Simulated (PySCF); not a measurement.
`C=C1C(=C)C(Cl)=C1Cl`, C6H4Cl2

Cartesian coordinates in Å; atom numbers follow the order of the lines, from 1:
```xyz
12

C    -0.610    1.890   -0.032
C     0.060    0.753    0.000
C    -0.274   -0.705   -0.012
C    -1.371   -1.437   -0.060
C     1.178   -0.967    0.051
Cl    2.081   -2.395    0.094
C     1.481    0.359    0.062
Cl    2.914    1.253    0.123
H    -1.684    1.904   -0.080
H    -0.103    2.840   -0.013
H    -2.344   -0.982   -0.103
H    -1.326   -2.513   -0.056
```

Method: GIAO HCTH407/6-31G magnetisability, rotational g tensor and spin-rotation constants, non-relativistic, gas phase (PySCF). Geometry: GFN2-xTB.

Q: Give the nuclear spin-rotation constants along the inertial axes (H = +C I·J) beside the isotropic shieldings.

A: Rotational constants 1.5844, 1.4081, 0.7455 GHz. A star marks the isotopologue with that one atom substituted, in its own axes.
```
atom  isotope  Caa (kHz)  Cbb (kHz)  Ccc (kHz)  mean (kHz)  σ (ppm)
 Cl6     35Cl      0.414      0.344      0.120       0.292    771.7
 Cl8     35Cl      0.414      0.344      0.119       0.292    771.7
  H9       1H     -0.163      0.103     -0.094      -0.051     28.0
 H10       1H      0.107     -0.138     -0.094      -0.042     28.0
 H11       1H     -0.163      0.103     -0.094      -0.051     28.0
 H12       1H      0.107     -0.138     -0.094      -0.042     28.0
  C1     13C*      0.461      0.445      0.068       0.325    108.4
  C2     13C*      0.598      0.531      0.120       0.416     61.4
  C5     13C*      0.499      0.591      0.144       0.411     58.4
```
For the geometry as given, no vibrational averaging.
